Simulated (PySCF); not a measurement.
# Au2O(H2O)2 at several levels of theory

Computed with PySCF 2.14.0 (density fitting, no spin-orbit coupling) at the geometry relaxed with TPSS:

```xyz
9
Au2O(H2O)2 (singlet)
Au    0.0000   -0.0706    1.9131
Au    0.0000    0.0706   -1.9131
O     0.0000    0.0000    0.0000
O     0.0000   -0.1781    4.0577
H     0.7766    0.3142    4.3886
H    -0.7766    0.3142    4.3886
O     0.0000    0.1781   -4.0577
H     0.7766   -0.3142   -4.3886
H    -0.7766   -0.3142   -4.3886
```

| level | basis | state | HOMO (eV) | gap (eV) | charge on Au1 (e) | dipole about the centre of mass (D) | largest force component (eV/Å) |
| --- | --- | --- | --- | --- | --- | --- | --- |
| TPSS | Au def2-SVP with ECP60, O def2-SVP, H def2-SVP | singlet | -3.38 | 1.49 | 0.06 | 0.00 | 0.02 |
| TPSSh | the same | singlet | -3.87 | 2.38 | 0.09 | 0.00 | 0.26 |
| r2SCAN | the same | singlet | -3.53 | 1.79 | 0.11 | 0.00 | 0.37 |
| BLYP | the same | singlet | -3.33 | 1.26 | 0.02 | 0.00 | 0.17 |
| BP86 | the same | singlet | -3.52 | 1.34 | 0.02 | 0.00 | 0.13 |
| TPSS | Au x2c-SVPall, O x2c-SVPall, H x2c-SVPall | singlet | -3.48 | 1.48 | 0.01 | 0.00 | 0.39 |

Charges are Mulliken's, which hang on the basis. The relaxation used the grid (50, 194), these runs (75, 302) or, all-electron (x2c bases, spin-free X2C Hamiltonian), (99, 590).

Q: What does TPSS with Au def2-TZVP with ECP60, O def2-TZVP, H def2-TZVP give here?

A: state singlet, HOMO (eV) -3.50, gap (eV) 1.40, charge on Au1 (e) 0.15, dipole about the centre of mass (D) 0.00, largest force component (eV/Å) 0.24. Time: 38 s on 2 threads of Arm Neoverse V1, with other jobs on the host, from free ions and atoms.

In the first row's basis the gap widens with exact exchange: 1.3 to 1.8 eV for BLYP, BP86, TPSS, r2SCAN (none); 2.4 eV for TPSSh (a fixed share).

No frequency check is given that shows the relaxed geometry to be a minimum.
